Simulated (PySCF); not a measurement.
A small calculation by hand: dipole moment from atomic charges

C2H3F3Si, SMILES [Si](F)(F)(F)C=C. Atoms are numbered in the order given.

```xyz
9

C      0.0448    -2.4163     0.0000
C     -0.7407    -1.3268     0.0000
Si    -0.0298     0.3635     0.0000
F     -0.4750     1.2224    -1.2863
F     -0.4750     1.2224     1.2863
F      1.5785     0.2874     0.0000
H      1.1367    -2.3384     0.0000
H     -0.3708    -3.4294     0.0000
H     -1.8303    -1.4528     0.0000
```
Charge 0, spin multiplicity 1.

The structure is a stationary point at TPSSh-D3(BJ)/def2-SVP. Other conformers were not sampled.

Charges (e) from PBE/def2-TZVP (PySCF):

```tsv
atom	Mulliken	IAO
C1	-0.226	-0.243
C2	-0.227	-0.500
Si3	0.849	1.750
F4	-0.268	-0.501
F5	-0.268	-0.501
F6	-0.267	-0.505
H7	0.146	0.164
H8	0.133	0.162
H9	0.129	0.175
```

The dipole moment of the full density is 2.71 D.

**Question.** What dipole moment does each set of point charges give, and which comes closer to that of the density?

**Answer.** 
μ = Σ q r, and 1 e Å = 4.8032 D.
Mulliken: Σ q r = (-0.154, -0.561, 0.000) e Å, |μ| = 2.79 D.
IAO: Σ q r = (-0.208, -0.677, 0.000) e Å, |μ| = 3.40 D.
Mulliken comes closer in size. Point charges leave out the atoms' own dipoles (lone pairs, polarised bonds); fits to the potential absorb them, partitions of the density don't.
